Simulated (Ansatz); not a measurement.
Ga8N8, a nanocrystal cut from wurtzite GaN (bare), 16 atoms. Hardware: 2 threads of AMD EPYC 7R13 on a shared host and a share (18 GiB) of an NVIDIA H100 80GB HBM3.

The 6-31G sets use Cartesian d functions. Correlated methods freeze 80 core orbitals; core or outer-core shells of Ga are correlated, in sets that lack core-valence functions. Single mean-field runs in def2-TZVP are fitted with def2-universal-jkfit.

Question: How many basis functions does each of these Ansatz runs have, and roughly what does it cost? PBE-D4/def2-TZVP, charge 0 singlet, energy, from earlier orbitals; PBE-D4/def2-SVP, charge -1 doublet, relaxation, 6 steps; PBE0-D4/def2-TZVP, charge -1 doublet at the geometry of the charge 0 singlet, energy; PBE0-D4/def2-TZVP, charge 1 doublet at the geometry of the charge 0 singlet, energy; ωB97M-V/def2-TZVP, charge 0 singlet, energy, from earlier orbitals; PBE-D4/def2-SVP, charge 0 singlet, energy, from earlier orbitals; PBE0-D4/def2-TZVP, charge 0 singlet, energy and forces, from earlier orbitals; B3LYP-D4/6-31G, charge 0 singlet, energy; PBE-D4/def2-SVP, charge 0 singlet, relaxation, 4 steps; MP2/def2-SVP, charge 0 singlet, energy, from earlier orbitals; revPBE-D4/def2-TZVP, charge -1 doublet at the geometry of the charge 0 singlet, energy, from earlier orbitals; revPBE-D4/def2-TZVP, charge 0 singlet, energy and forces, from earlier orbitals.

Answer: Other jobs shared the machine, so times can vary by a factor of up to 3. A dash marks memory too small to be measured apart from the calling script's.

| run | functions | fitting or Cholesky vectors | wall time | peak host memory (GiB) |
| --- | --- | --- | --- | --- |
| PBE-D4/def2-TZVP, charge 0 singlet, energy, from earlier orbitals | 632 | 2744 | 14 s | – |
| revPBE-D4/def2-TZVP, charge 0 singlet, energy and forces, from earlier orbitals | 632 | 2744 | 17 s | – |
| PBE-D4/def2-SVP, charge 0 singlet, energy, from earlier orbitals | 368 | 4216 | 20 s | – |
| B3LYP-D4/6-31G, charge 0 singlet, energy | 304 | 3101 | 20 s | – |
| MP2/def2-SVP, charge 0 singlet, energy, from earlier orbitals | 368 | 3672 | 20 s | – |
| PBE0-D4/def2-TZVP, charge 0 singlet, energy and forces, from earlier orbitals | 632 | 2744 | 23 s | 1.8 |
| revPBE-D4/def2-TZVP, charge -1 doublet at the geometry of the charge 0 singlet, energy, from earlier orbitals | 632 | 2744 | 28 s | 1.2 |
| PBE-D4/def2-SVP, charge 0 singlet, relaxation, 4 steps | 368 | 4216 | 29 s | – |
| PBE0-D4/def2-TZVP, charge -1 doublet at the geometry of the charge 0 singlet, energy | 632 | 2744 | 30 s | 1.3 |
| ωB97M-V/def2-TZVP, charge 0 singlet, energy, from earlier orbitals | 632 | 2744 | 31 s | 1.2 |
| PBE0-D4/def2-TZVP, charge 1 doublet at the geometry of the charge 0 singlet, energy | 632 | 2744 | 37 s | 1.3 |
| PBE-D4/def2-SVP, charge -1 doublet, relaxation, 6 steps | 368 | 4216 | 77 s | – |
